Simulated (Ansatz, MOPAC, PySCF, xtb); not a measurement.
Dimer: CH6AlN (SMILES C[NH][AlH2]) (first 9 atoms) with NH3 (SMILES N); geometry from B3LYP-D3(BJ)/def2-TZVP, rigid monomers moved along the line of their centres of mass till H4···N10 is 2.73 Å.
(charge 0, multiplicity 1):
```xyz
13

C     -0.50061    -0.40745     1.56202
N     -0.35295     0.28770     0.29150
Al     0.81696    -0.00879    -1.00558
H     -0.35640     0.25774     2.41986
H      0.24625    -1.20006     1.63602
H     -1.48545    -0.87618     1.66539
H     -1.03471     1.02621     0.18674
H      0.73649     0.91151    -2.28394
H      1.86112    -1.17196    -0.79044
N     -0.05956     0.14831     5.13556
H      0.45450    -0.56958     4.63793
H     -1.02527     0.09127     4.83324
H      0.30094     1.04460     4.82870
```

Counterpoise-corrected where a basis set is named; no monomer relaxation. Rows marked so take none.

Correlated levels freeze the cores. Rows in 3-21G, 6-311+G**, 6-31G* carry no dispersion term and start afresh at each structure (6-31G* with six Cartesian d functions). The state that PM3 reach isn't checked.

Codes used: Ansatz (a program for electronic structure); MOPAC for PM3 (differences of heats of formation); PySCF for 3-21G rows, 6-311+G** rows, 6-31G* rows; xtb for the GFN methods. Values without a source in brackets are computed.

```
level                              interaction energy (kcal/mol)
---------------------------------  -----------------------------
PM3                                                         0.24
GFN1-xTB                                                   -1.31
HF/aug-cc-pV(D+d)Z                                          1.50
PBE/def2-TZVPPD                                             0.40
B3LYP/3-21G (no counterpoise)                              -2.24
B3LYP/6-31G* (no counterpoise)                             -0.66
B3LYP/6-311+G** (no counterpoise)                           0.97
SCS-MP2/aug-cc-pV(D+d)Z                               (withheld)
CCSD(T)/aug-cc-pV(D+d)Z                                     0.37
```

**Question.** What belongs in the gaps?

**Answer.** 
- SCS-MP2/aug-cc-pV(D+d)Z, interaction energy (kcal/mol): 0.79
